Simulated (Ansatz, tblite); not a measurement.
Removing and adding an electron: Li₉Cl₉ (started as a model of: 2x3x3 LiCl rock-salt block). Total charge 0; singlet. Geometry: PBE-D4/def2-SVP. Ansatz, gas phase; energy differences of separate SCF runs; the oxidised species was run as a doublet alone; the reduced species was run as a doublet alone.

| atom | x (Å) | y (Å) | z (Å) |
| --- | --- | --- | --- |
| Li1 | 1.003 | 2.577 | 1.752 |
| Cl2 | 0.335 | 0.657 | 2.840 |
| Li3 | -0.983 | -1.234 | 2.869 |
| Cl4 | 2.343 | 1.766 | 0.060 |
| Li5 | 1.094 | -0.383 | 0.637 |
| Cl6 | 0.064 | -2.609 | 1.342 |
| Li7 | 2.516 | 0.697 | -1.976 |
| Cl8 | 2.071 | -1.501 | -1.439 |
| Li9 | 0.529 | -3.114 | -0.859 |
| Cl10 | -0.833 | 3.462 | 0.779 |
| Li11 | -1.717 | 1.321 | 1.456 |
| Cl12 | -2.983 | -0.664 | 1.988 |
| Li13 | 0.148 | 2.351 | -1.126 |
| Cl14 | -0.972 | 0.341 | -0.566 |
| Li15 | -1.969 | -1.712 | 0.065 |
| Cl16 | 0.804 | 1.427 | -3.256 |
| Li17 | -0.105 | -0.683 | -2.517 |
| Cl18 | -1.345 | -2.699 | -2.048 |

The xTB rows come from tblite.

| level | −HOMO (eV) | vertical IE (eV) | −LUMO (eV) | vertical EA (eV) | HOMO–LUMO gap (eV) | IE − EA (eV) | remarks |
| --- | --- | --- | --- | --- | --- | --- | --- |
| GFN1-xTB | 12.70 | 14.30 | 7.65 | 5.98 | 5.05 | 8.32 | – |
| GFN2-xTB | 11.24 | 13.01 | 6.37 | 4.45 | 4.88 | 8.55 | – |
| PBE-D4/def2-TZVP | 7.05 | – | 1.25 | 0.11 | 5.80 | – | HOMO above zero (-1 doublet) |
| PBE0-D4/def2-TZVP | 8.41 | 9.82 | 0.66 | -0.12 | 7.75 | 9.94 | HOMO above zero (-1 doublet) |
| r2SCAN0-D4/def2-TZVP | 8.65 | 10.02 | 0.31 | -0.24 | 8.34 | 10.27 | HOMO above zero (-1 doublet) |

Relaxing the oxidised species (PBE-D4/def2-SVP) changes its energy by -0.81 eV at PBE0-D4/def2-TZVP, so the adiabatic ionisation energy to this nearest minimum is 9.00 eV.  Relaxing the reduced species (PBE-D4/def2-SVP) changes its energy by -0.03 eV at PBE-D4/def2-TZVP, so the adiabatic electron affinity to this nearest minimum is 0.14 eV. At PBE0-D4/def2-TZVP it is -0.10 eV. The highest occupied level of the relaxed charge -1 doublet lies above zero (up to 0.99 eV). Energy differences disagree on whether the electron is bound (positive means bound): 0.14 eV (each at its own geometry, to the charge 0 singlet, at PBE-D4/def2-TZVP), but -0.10 eV at PBE0-D4/def2-TZVP.  Run but left out: PBE-D4/def2-TZVP (charge +1 doublet: an occupied level 0.05 eV above an empty one).   A HOMO above zero means that the electron is unbound at that level or that self-interaction error raises the level; the energy of removing that electron tells which. Raw xTB energy differences between charge states are shifted by several eV; the methods need an empirical correction for them. Sets without diffuse functions give affinities that are too small. A negative affinity means that the extra electron isn't bound; its size then hangs on the basis.
